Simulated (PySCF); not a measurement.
## CaBe⁺ from Hartree–Fock to correlated methods

State: ²Σ⁺ (doublet), unpaired electrons σ ↑. Set-up: Ca def2-SVP, Be def2-SVP; no relativity (PySCF 2.14). De refers to Ca⁺ + Be in their ground configurations, without counterpoise correction. The functionals are run spin-unrestricted. A positive dipole points towards Be; it is taken about the centre of mass and depends on that origin.

```
       Level  Re (Å)  ωe (cm⁻¹)  De (eV)  μ (D)
        ROHF   3.382        173    0.316   1.84
    ROHF-MP2   3.297        191    0.402    n/a
ROHF-SCS-MP2   3.317        186    0.376    n/a
   ROHF-CCSD   3.294        186    0.328    n/a
ROHF-CCSD(T)   3.278        191    0.345    n/a
         PBE   2.994        281     0.89  -0.41
        TPSS   3.000        286     0.89  -0.89
      r²SCAN   3.022        276     0.87  -0.55
        PBE0   3.025        271     0.79  -0.41
     r²SCAN0   3.051        265     0.79  -0.47
       B97-3   3.039        270     0.79  -0.16
     LC-ωPBE   3.069        246     0.65  -0.38
```

Task: Which functional lies closest to ROHF-CCSD(T) in De, which farthest, and by how much do they differ from it?

Result: Closest is LC-ωPBE (-20.9 pm in Re, +28.8 % in ωe, +0.31 eV in De against ROHF-CCSD(T) in the same basis), farthest PBE (-28.4 pm in Re, +47.1 % in ωe, +0.55 eV in De). CCSD(T) converges more slowly with the basis than the functionals do and binds too weakly in this one, so the order can change at the basis-set limit.

Task: What does a quarter of exact exchange do here, going from PBE to PBE0?

Result: PBE0 less PBE: +3.1 pm in Re, -3.6 % in ωe, -0.10 eV in De. Exact exchange removes part of the self-interaction that spreads semilocal densities, and in most molecules shortens and stiffens the bond and lowers De; here Re and ωe go the other way.

Task: What does a quarter of exact exchange do here, going from r²SCAN to r²SCAN0?

Result: r²SCAN0 less r²SCAN: +2.9 pm in Re, -4.0 % in ωe, -0.08 eV in De. Exact exchange removes part of the self-interaction that spreads semilocal densities, and in most molecules shortens and stiffens the bond and lowers De; here Re and ωe go the other way.

Correlated steps freeze 5 core orbitals. Correlated levels converge slowly with the basis: in double zeta they bind strong bonds too weakly, by up to about 1 eV, and carry superposition errors of some tenths. For an ion De counts to the pair picked by the measured ionisation energies or electron affinities, which need not be the lowest pair at this level. The state is the lowest determinant that a PBE0 search found; another state may lie lower at other levels.
